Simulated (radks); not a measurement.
Results of a calculation; reference values are marked as such.
Ionisation of the ruthenium ion Ru+, [Kr] 4d7, to [Kr] 4d6 as the strength of local exchange is varied. Level of theory: non-relativistic Kohn-Sham, Slater X-alpha exchange (alpha = 2/3 is LDA exchange), no correlation, spin-polarised, spherical densities, point nucleus; open shells are filled with parallel spins first (spin-orbit coupling, left out, can overturn this in heavy ions); relativity is left out, which matters for an element this heavy (a radial shooting solver on a logarithmic mesh with Libxc functionals).

alpha  E(Ru+) (hartree)  exchange (hartree)  IE (eV)  -e of the level emptied (eV)  <r> of it (bohr)
0.667       -4434.75997          -122.31557   15.679                   10.396 (4d)             1.670
0.691       -4439.16332          -126.84330   15.976                   10.656 (4d)             1.659
0.7         -4440.81572          -128.54345   16.089                   10.755 (4d)             1.655
0.859       -4470.10978          -158.78160   18.185                   12.615 (4d)             1.584
0.906       -4478.80588          -167.79301   18.843                   13.207 (4d)             1.565

NIST Atomic Spectra Database: 16.8 +/- 0.06 eV (semi-empirical). The Delta-SCF value meets it near alpha = 0.75. Relativity is left out here, which matters for elements this heavy. Open shells are spherical and high-spin; term and fine-structure splittings are not resolved.
